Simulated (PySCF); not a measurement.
$^{33}$S chemical shifts

PySCF calculation with GFN2-xTB structure and σ from GIAO-PBE0/pcSseg-1; fast rotation and ring inversion assumed for equivalent nuclei, gas phase, a single conformation, non-relativistic Hamiltonian.

Shieldings were converted by a linear fit to measured shifts: $^{33}$S (scatter 33.3 ppm rms vs sulfate, solution or neat liquid). Occasional misses reach two or three times the rms, and more in compound classes unlike the fitted ones.

(1) Give the $^{33}$S shifts of `C=C(C)[Si@@H](CC)S[SiH2]N`, `[SiH3]C[C@@H]1C[Si@@H](S)[SiH2]1`.

(2) Match the shifts -25, -79, -182, -428, -527 ppm to `C[SiH2][Si@H]([SiH2]S)[SiH2]C=O`, `CC(=O)NCCS(C)(=O)=O`, `CCCCS[Si](C)(C)Cl`, `N#C/C=C/c1cccs1`, `FC(F)Sc1ccccc1`.

Answers

(1) 
```
                        compound             environment  δ (ppm)
       C=C(C)[Si@@H](CC)S[SiH2]N   sulfur bonded to 2 Si     -526
[SiH3]C[C@@H]1C[Si@@H](S)[SiH2]1  sulfur bonded to Si, H     -529
```

(2) -25: CC(=O)NCCS(C)(=O)=O (sulfone sulfur); -79: N#C/C=C/c1cccs1 (aromatic ring sulfur); -182: FC(F)Sc1ccccc1 (sulfide sulfur); -428: CCCCS[Si](C)(C)Cl (sulfur bonded to C, Si); -527: C[SiH2][Si@H]([SiH2]S)[SiH2]C=O (sulfur bonded to Si, H).
